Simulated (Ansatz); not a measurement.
Reading a saddle point

A first-order saddle point of SiH3SF3, singlet, PBE0-D4/def2-TZVP, with one imaginary mode of 1161i cm⁻¹:

```
8
angstrom
Si -0.5147 0.3170 -0.3313
H -0.8005 -0.9989 0.5949
F -1.3792 -0.3447 -1.4837
F -1.1946 1.1774 0.8200
F 0.1163 1.5341 -1.1567
H 0.3206 -1.1793 0.5190
S 1.6539 -0.6249 -0.0377
H 1.7981 0.1192 1.0755
```

Program: Ansatz 0.2.0. Basis: def2-TZVPP and def2-QZVPP. Cores are frozen in the correlated methods. Extrapolation: Hartree–Fock as exp(−7.88 √X), correlation as X^−2.97.

Which contacts change along the imaginary mode, and what lies on either side? (Judge from chemistry; the calculation decides.)

Computed: The step is SiHF₃ ([F][SiH]([F])[F]) + H₂S → SiHSF₃ ([F][Si]([F])([F])[SH]) + H₂, with the molecules in contact on both sides. Shortening one way: Si1–S7, H2–H6; lengthening the same way: Si1–H2, H6–S7.
```csv
pair,one side (Å),saddle (Å),other side (Å)
Si1–S7,3.60,2.38,2.09
H2–H6,3.82,1.14,0.75
Si1–H2,1.46,1.63,3.55
H6–S7,1.34,1.55,3.52
```

Which side is lower, and how far does the saddle lie above each? (An estimate is asked for; the value comes from the calculation.)

The calculation gives: The side with Si1–S7, H2–H6 short is lower by 25.5 kJ/mol; the saddle lies 249.7 kJ/mol above it and 224.2 kJ/mol above the other (CCSD(T) at an estimated basis limit (MP2 extrapolated from triple and quadruple zeta, plus CCSD(T) − MP2 in triple zeta); electronic energies).

The T1 diagnostic stays at or below 0.013.

Labels in which every atom is bracketed show which atoms are joined, not bond orders.

For scale, one of the runs: CCSD(T)/def2-TZVPP, 219 basis functions (an equivalent command: `ansatz run in.yaml --threads 4`). Time: 82 s of wall clock on 4 CPU threads; the host was shared. Peak host memory: 3.4 GiB.
